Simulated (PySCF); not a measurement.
FHI₂OSi. Atoms are numbered in the order given.

```xyz
6

O     -1.6377    -1.5488    -0.4419
Si    -0.5995    -0.5692     0.3580
F     -0.7762    -0.7508     1.9512
I      1.6342    -1.2345    -0.2424
I     -1.0483     1.7710    -0.1088
H     -2.5733    -1.3172    -0.4252
```

Geometry: PBE0-D3(BJ)/def2-SVP. The structure was generated by enumeration, and PubChem lists no compound with its InChIKey, so it may never have been made. The def2 effective core potentials stand for the cores of I; spin–orbit coupling is left out. The values are those of a single conformer.

All values below come from PBE0-D3(BJ)/def2-SVP (PySCF).

Frequencies are harmonic and unscaled.

```
mode  ν (cm⁻¹)  IR (km/mol)  Raman (Å⁴/amu)  depolarisation  moving atoms (share of kinetic energy)
----  --------  -----------  --------------  --------------  --------------------------------------
1           81          2.0             3.4            0.60                                  I 76 %
2          140         38.1             2.1            0.56                  H 41 %, F 27 %, O 25 %
3          198         24.0             1.9            0.48  F 36 %, H 34 %, O 11 %, I 10 %, Si 9 %
4          203          9.6             2.6            0.53         F 49 %, Si 24 %, O 12 %, I 11 %
5          219         14.5             3.5            0.60          O 43 %, I 25 %, F 21 %, H 10 %
6          239         36.5             4.7            0.13          O 42 %, I 24 %, H 15 %, F 10 %
7          376         68.8             3.6            0.03                 Si 41 %, O 26 %, F 24 %
8          465        249.4             0.5            0.67                                 Si 84 %
9          781        292.4             2.3            0.14                          H 66 %, O 24 %
10         884        139.8             3.6            0.03         F 39 %, Si 34 %, O 14 %, H 12 %
11         982         99.2             2.1            0.45                 Si 46 %, O 33 %, F 16 %
12        3905        154.0           131.5            0.30                                  H 94 %
```
